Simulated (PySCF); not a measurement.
## Partial charges of `F[SiH2]C(F)(F)C[SiH2]P[SiH3]`

C2H10F3PSi3.
Cartesian coordinates in Å at the GFN2-xTB level; atoms count from 1:
```xyz
19
C2H10F3PSi3 angstrom
F      3.855   -1.181   -0.529
Si     3.814    0.300    0.096
C      1.987    0.511    0.708
F      1.742    1.848    0.944
F      1.861   -0.062    1.955
C      0.918   -0.039   -0.209
Si    -0.832    0.196    0.526
P     -2.234   -0.406   -1.108
Si    -4.177   -0.346   -0.026
H      4.054    1.215   -1.004
H      4.725    0.303    1.222
H      1.133   -1.094   -0.380
H      1.000    0.471   -1.169
H     -0.947   -0.594    1.757
H     -1.068    1.612    0.810
H     -2.038   -1.764   -0.966
H     -5.156   -1.014   -0.883
H     -4.514    1.064    0.158
H     -4.137   -1.011    1.278
```

Density: PBE0/pcSseg-1 (PySCF); schemes: Mulliken, IAO, Hirshfeld and ESP-fitted. Geometry: GFN2-xTB, one conformer, isolated molecule.

**Question.** Tabulate the Mulliken, IAO, Hirshfeld and ESP-fitted charges.

**Answer.** In e:

```
atom                  environment  Mulliken     IAO  Hirshfeld  ESP-fitted
  F1       silicon-bound fluorine    -0.425  -0.538     -0.198      -0.313
 Si2       fluorine-bound silicon    +0.954  +1.085     +0.432      +0.654
  C3                   CF2 carbon    +0.228  +0.298     +0.095      +0.212
  F4      fluorine of a CF2 group    -0.311  -0.312     -0.106      -0.222
  F5      fluorine of a CF2 group    -0.309  -0.308     -0.103      -0.200
  C6  sp3 carbon bound to silicon    -0.533  -0.561     -0.180      -0.359
 Si7                 SiH2 silicon    +0.470  +0.579     +0.275      +0.473
  P8  three-coordinate phosphorus    -0.397  -0.227     -0.073      -0.455
 Si9                 SiH3 silicon    +0.324  +0.425     +0.258      +0.402
 H10                Si–H hydrogen    -0.112  -0.136     -0.064      -0.102
 H11                Si–H hydrogen    -0.103  -0.123     -0.059      -0.087
 H12           methylene hydrogen    +0.173  +0.171     +0.049      +0.144
 H13           methylene hydrogen    +0.171  +0.166     +0.049      +0.134
 H14                Si–H hydrogen    -0.027  -0.108     -0.076      -0.102
 H15                Si–H hydrogen    -0.023  -0.099     -0.074      -0.058
 H16                 P–H hydrogen    +0.081  +0.001     -0.008      +0.146
 H17                Si–H hydrogen    -0.054  -0.097     -0.071      -0.071
 H18                Si–H hydrogen    -0.049  -0.102     -0.071      -0.077
 H19                Si–H hydrogen    -0.058  -0.115     -0.075      -0.117
```

Mean size of the charges over all atoms: IAO 0.287 e, Mulliken 0.253 e, ESP-fitted 0.228 e, Hirshfeld 0.122 e. Each set sums to the total charge, 0, to within 0.001 e. The ESP scheme fits charges at the nuclei, held to the total charge, to the electrostatic potential on points at 1.4 to 2.0 times the van der Waals radii.

Lowest charge. The schemes don't all agree: Mulliken C6 (-0.533); IAO C6 (-0.561); Hirshfeld F1 (-0.198); ESP-fitted P8 (-0.455).

Highest charge. All schemes agree: Mulliken Si2 (+0.954); IAO Si2 (+1.085); Hirshfeld Si2 (+0.432); ESP-fitted Si2 (+0.654).

**Question.** How closely do the schemes follow one another over all atoms?

**Answer.** Correlation coefficient and root-mean-square difference: Mulliken with IAO 0.98, 0.078 e; IAO with Hirshfeld 0.98, 0.229 e; Mulliken with ESP-fitted 0.97, 0.097 e; IAO with ESP-fitted 0.95, 0.144 e; Mulliken with Hirshfeld 0.94, 0.198 e; Hirshfeld with ESP-fitted 0.94, 0.142 e.

**Question.** How many electrons does the IAO scheme count on C6?

**Answer.** Z − q = 6 − (-0.561) = 6.561.

**Question.** Sum the charges by element, for elements with more than one atom.

**Answer.** 
| element | atoms | Mulliken | IAO | Hirshfeld | ESP-fitted |
| --- | --- | --- | --- | --- | --- |
| F | 3 | -1.045 | -1.159 | -0.407 | -0.735 |
| Si | 3 | +1.748 | +2.089 | +0.965 | +1.529 |
| C | 2 | -0.305 | -0.263 | -0.085 | -0.148 |
| H | 10 | -0.001 | -0.441 | -0.400 | -0.192 |
